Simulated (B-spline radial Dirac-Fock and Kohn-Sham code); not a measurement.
ΔSCF core binding energies without Breit or QED terms, calculated with a radial finite-basis atomic code.

A sound run for atomic mercury, configuration [Xe] 4f14 5d10 6s2: The ground state converged in 11 iterations, with total energy -19648.87252 Ha, virial ratio 1.86773 and highest orbital energy -8.93 eV. ΔSCF binding energies: K (1s) 83558.7 eV, L3 (2p3/2) 12326.4 eV, M5 (3d5/2) 2305.9 eV.

A second run, with one unsound setting: The ground state had not converged after 85 iterations, with total energy -19648.56256 Ha, virial ratio 1.86966 and highest orbital energy -10.82 eV. ΔSCF binding energies: K (1s) 83551.7 eV, L3 (2p3/2) 12318.9 eV, M5 (3d5/2) 2297.9 eV (not all states converged, so these are not final).

```
iter   energy (Ha)        error
   1   -19646.63806174  2.24e+00
   2   -19646.56293699  2.98e-01
   3   -19646.63443459  2.94e-01
   4   -19646.70232939  2.91e-01
   5   -19646.76698133  2.87e-01
   6   -19646.82868747  2.84e-01
   7   -19646.88769743  2.80e-01
   8   -19646.94422410  2.77e-01
   9   -19646.99845153  2.74e-01
  17   -19647.36548430  2.49e-01
  25   -19647.64517520  2.27e-01
  33   -19647.86460398  2.07e-01
  41   -19648.03982347  1.89e-01
  49   -19648.18142474  1.72e-01
  57   -19648.29685550  1.57e-01
  65   -19648.39157598  1.44e-01
  73   -19648.46970739  1.31e-01
  81   -19648.53442710  1.20e-01
  85   -19648.56255717  1.15e-01
```

Q: Which fault fits the second run best?
A. too few quadrature points
B. mesh too coarse
C. spline order too low
D. damping too heavy

A: D. The input had damp = 0.995; ndamp = 100: damp is so close to 1 that the orbitals hardly move in each step.
